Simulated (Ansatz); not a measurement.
# Two structures, one formula

Two relaxed structures of GeH3O (charge -1), singlet (PBE0-D4/def2-TZVPD; forces vanish, vibrations not checked).

A:

```
5
angstrom
O -1.5479 0.2662 0.9782
Ge 0.0532 -0.2934 0.1181
H -0.3247 0.2424 -1.3807
H -1.7333 1.1629 0.6951
H 0.9211 1.0636 0.4043
```

B:

```xyz
5
angstrom
O -1.5471 0.4416 0.7536
Ge -0.0716 0.0204 0.0348
H -0.0659 -0.0756 -1.5517
H 0.5362 -1.3874 0.4530
H 1.1484 1.0011 0.3102
```

Program: Ansatz 0.2.0. Basis: def2-TZVPPD. Cores are frozen in the correlated methods. Filled d shells of the heavier atoms are correlated. The def2 sets are not built for correlating such inner shells, so the correlated values are less sure here. B3LYP uses VWN-RPA correlation.

(1) Which structure is lower at CCSD(T), and by how much? (An estimate is asked for; the value comes from the calculation.)

No T1 diagnostic of these runs exceeds 0.017.

Answers

(1) Computed: A, by 25.8 kJ/mol (electronic energy, against the other). By their contacts, A is GeH₃O ([OH][GeH2]), total charge -1 and B is GeH₃O ([O][GeH3]), total charge -1.

All methods give the same order:

```
   method  E(B) − E(A) (kJ/mol)
   PBE-D4                  33.9
r2SCAN-D4                  30.2
  PBE0-D4                  38.2
 B3LYP-D4                  39.6
  wB97M-V                  43.9
       HF                  44.4
      MP2                  12.3
     CCSD                  30.9
  CCSD(T)                  25.8
```

Labels in which every atom is bracketed show which atoms are joined, not bond orders.

For scale, one of the runs: CCSD(T)/def2-TZVPPD, 145 basis functions, launched by `ansatz run in.yaml --threads 2 --pin off --events-out ev --progress --plain --max-ram 4352MiB`. The run took 16 s on 2 CPU threads of an Arm Neoverse V2 (shared host), with 0.88 GiB of host memory at its peak.
